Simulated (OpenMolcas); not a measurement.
## Bi⁺: terms and fine structure

```json
{
  "Program": "OpenMolcas",
  "Method": "XMS-CASPT2, IPEA 0.25 Eh, imaginary shift 0.1 Eh (closed shells correlated: 5d 6s)",
  "Basis": "ANO-RCC-VTZP [8s7p5d3f2g]",
  "Scalar Hamiltonian": "DKH2, point nucleus",
  "Active space": "2 electrons in 3 orbitals (6p)",
  "State averaging": "2S+1 = 3 even, 3 roots; 2S+1 = 1 even, 6 roots",
  "Spin-orbit coupling": "state interaction with AMFI integrals over the reference wave functions, term energies averaged over their components"
}
```

With spin-orbit coupling, above the lowest level:

```json
{"Configuration": "6s2 6p2", "Term": "3P", "J": "0", "E (cm-1)": "0.0", "Measured (cm-1)": "0.0", "g": "", "Term weight %": "85", "Second": "15 1S"}
{"Configuration": "6s2 6p2", "Term": "3P", "J": "1", "E (cm-1)": "11330", "Measured (cm-1)": "13325", "g": "1.501", "Term weight %": "100", "Second": ""}
{"Configuration": "6s2 6p2", "Term": "3P", "J": "2", "E (cm-1)": "15040", "Measured (cm-1)": "", "g": "1.273", "Term weight %": "55", "Second": "45 1D"}
{"Configuration": "6s2 6p2", "Term": "1D", "J": "2", "E (cm-1)": "29560", "Measured (cm-1)": "", "g": "1.228", "Term weight %": "55", "Second": "45 3P"}
{"Configuration": "6s2 6p2", "Term": "1S", "J": "0", "E (cm-1)": "40050", "Measured (cm-1)": "44174", "g": "", "Term weight %": "85", "Second": "15 3P"}
```

Against the 2 measured excited levels shown (NIST Handbook of Basic Atomic Spectroscopic Data) the mean absolute deviation is 3100 cm-1; the largest miss in energy is 6s2 6p2 1S0: computed 40050, measured 44174 cm-1 (-9.3 %), and the largest in proportion 6s2 6p2 3P1 (-15.0 %).

Spin-orbit coupling puts the lowest level 16483 cm-1 below the lowest spin-free term.

CASPT2 does not keep the components of a term degenerate, so their means are used; among the terms shown or strongly mixed into the levels shown the widest spread is 950 cm-1 (6s2 6p2 1D). Spin-orbit splittings of 6p shells tend to come out small when the coupling is added on scalar orbitals. With the s shell closed, the reference lacks s² → p² mixing. Computed and measured levels are paired by configuration, term and J; levels that our copy of the source lacks, or whose pairing is in doubt (as where it misses far off the trend of its configuration), stay unpaired and out of the deviations. Where the source uses jj or jK labels, the order within each J decides. Levels of configurations outside the active space are missing.

The term weight is that of the spin-free term in the level, not the purity of its configuration.
